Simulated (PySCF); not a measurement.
Work out the structure from these simulated measurements.

Formula: C7H3ClOS.

- UV, strongest line: among the 8 lowest singlet transitions: S6 at 5.63 eV (220 nm, f = 0.403) [TDDFT PBE0/def2-SVPD]
- 1H NMR: chemical shifts (computed TMS as zero) by class: 8.27 (1 H), 7.94 (1 H), 2.83 (1 H) ppm [GIAO PBE0/pcSseg-1]
- Rotational structure: rotational constants A, B, C: 1.741, 0.647, 0.472 GHz [GFN2-xTB]
- UV, first state: lowest singlet excitation: 4.10 eV (302 nm, f = 0.076) [TDDFT PBE0/def2-SVPD]
- NMR, other nuclei: isotropic shieldings of nuclei other than C and H, by class: -211 (1 O), 249 (1 S), 522 (1 Cl) ppm [GIAO PBE0/pcSseg-1]
- Dipole: 3.98 D [PBE0/def2-SVPD]
- Polarisability: 121.0 au [PBE0/def2-SVPD]
- 13C NMR: chemical shifts (computed TMS as zero) by class: 166.9 (1 C), 153.9 (1 C), 151.0 (1 C), 144.6 (1 C), 127.2 (1 C), 88.8 (1 C), 81.3 (1 C) ppm [GIAO PBE0/pcSseg-1]

Gas-phase values; electronic properties from PySCF, density fitting. Levels stand in brackets. Geometry: GFN2-xTB, one conformer, isolated molecule. NMR classes are plain means over equivalent atoms (diastereotopic ones count apart unless rotation or inversion swaps them), as if these changed places fast.

Task: Propose a structure and show how it fits.

Result: Numbering: `[CH:1]#[C:2][c:3]1[cH:4][s:5][c:6]([C:7](=[O:8])[Cl:9])[cH:10]1`. Its formula, C7H3ClOS, gives 6 degrees of unsaturation: 1 ring and 5 π bonds in the structure found (Kekulé form). 7 carbons fall into 7 classes; from least to most shielded: acyl halide carbon [C7] (166.9 ppm), aromatic CH next to a ring sulfur [C4] (153.9 ppm), aromatic CH carbon [C10] (151.0 ppm), substituted aromatic carbon [C6] (144.6 ppm), substituted aromatic carbon [C3] (127.2 ppm), terminal alkyne carbon [C1] (88.8 ppm), alkyne carbon [C2] (81.3 ppm). Hydrogen classes from least to most shielded: 1 H on an aromatic CH carbon, C10 (8.27 ppm), 1 H on an aromatic CH next to a ring sulfur, C4 (7.94 ppm), 1 H on a terminal alkyne carbon, C1 (2.83 ppm). The other shieldings belong to: -211 ppm, carbonyl oxygen [O8]; 249 ppm, thiophene-type sulfur [S5]; 522 ppm, chlorine bonded to C [Cl9]. S1 is mainly HOMO→LUMO (weight 0.95); the largest Löwdin shares of the orbital it empties are 0.21 on the terminal alkyne carbon, 0.16 on the alkyne carbon, 0.15 on a substituted aromatic carbon and 0.14 on the aromatic CH next to a ring sulfur, of the orbital it fills 0.17 on the acyl halide carbon, 0.16 on the aromatic CH next to a ring sulfur, 0.15 on the carbonyl oxygen and 0.14 on the thiophene-type sulfur. The optimised geometry has point group Cs and is an asymmetric top. Structure: `C#Cc1csc(C(=O)Cl)c1`. Computed isomers that give other values at the same levels: `C#Cc1ccc(C(=O)Cl)s1` (13C chemical shifts (computed TMS as zero) by class: 166.0 (1 C), 146.1 (1 C), 145.8 (1 C), 144.7 (1 C), 140.4 (1 C), 101.6 (1 C), 80.8 (1 C) ppm); `C#Cc1ccsc1C(=O)Cl` (13C chemical shifts (computed TMS as zero) by class: 164.5 (1 C), 149.1 (1 C), 146.6 (1 C), 139.7 (1 C), 135.4 (1 C), 102.0 (1 C), 81.9 (1 C) ppm). The assignments are read from this structure; whether some other isomer fits the data as well wasn't checked.

The values belong to the conformer `[CH:1]#[C:2][c:3]1[cH:4][s:5][c:6]([C:7](=[O:8])[Cl:9])[cH:10]1`: S5–C6–C7–O8 0°.
